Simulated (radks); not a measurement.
Initial-state core-level shifts of the niobium ion Nb2+ when its valence configuration changes from [Kr] 4d3. All-electron calculation, Dirac Kohn-Sham, PBE, spin-unpolarised, spherical densities, point nucleus; open shells are shared between the two j in proportion to 2j + 1. Program: a radial shooting solver on a logarithmic mesh with Libxc functionals. Shifts are changes of the shell-averaged eigenvalues in eV (positive: less bound).

valence,1s,2s,3p,3d
4d2 5s1,-3.979,-4.285,-4.165,-4.191
4d1 5p2,-10.635,-11.290,-11.007,-11.064
5s1 5p2,-15.337,-16.416,-15.892,-15.989
4d2.5 5s0.5,-1.936,-2.082,-2.028,-2.040
4d2 5p1,-5.138,-5.432,-5.320,-5.345
4d2.5 5p0.5,-2.517,-2.656,-2.607,-2.619
4d1 5s2,-8.359,-9.022,-8.728,-8.786
5s1.5 5p1.5,-14.784,-15.860,-15.336,-15.433
5s2 5p1,-14.225,-15.300,-14.775,-14.872
